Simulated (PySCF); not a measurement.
C4F6. Atoms are numbered in the order given.

```xyz
10

F     -1.3374     2.1906     0.0000
C     -0.0684     1.8658     0.0000
F      0.7167     2.9165     0.0000
C      0.4024     0.6129     0.0000
F      1.7296     0.4394     0.0000
C     -0.4024    -0.6129     0.0000
F     -1.7296    -0.4394     0.0000
C      0.0684    -1.8658     0.0000
F      1.3374    -2.1906     0.0000
F     -0.7167    -2.9165     0.0000
```
Charge 0, spin multiplicity 1.

Geometry: ωB97X-D3(BJ)/def2-SVP. The geometry has at least one imaginary mode, so it is a saddle point at that level. Other conformers were not sampled.

Level of theory: CAM-B3LYP/def2-SVP run with PySCF.

Symmetry labels are those of the subgroup C2h that the program uses (full group C2h).

Computed valence orbital energies around the gap with their symmetry:
```tsv
orbital	symmetry	energy (eV)
HOMO−7	Au	-14.80
HOMO−6	Bg	-14.73
HOMO−5	Bu	-14.35
HOMO−4	Bu	-14.29
HOMO−3	Ag	-14.19
HOMO−2	Ag	-12.82
HOMO−1	Au	-10.40
HOMO	Bg	-8.15
LUMO	Au	0.16
LUMO+1	Bu	2.09
LUMO+2	Bg	3.63
LUMO+3	Ag	4.50
```
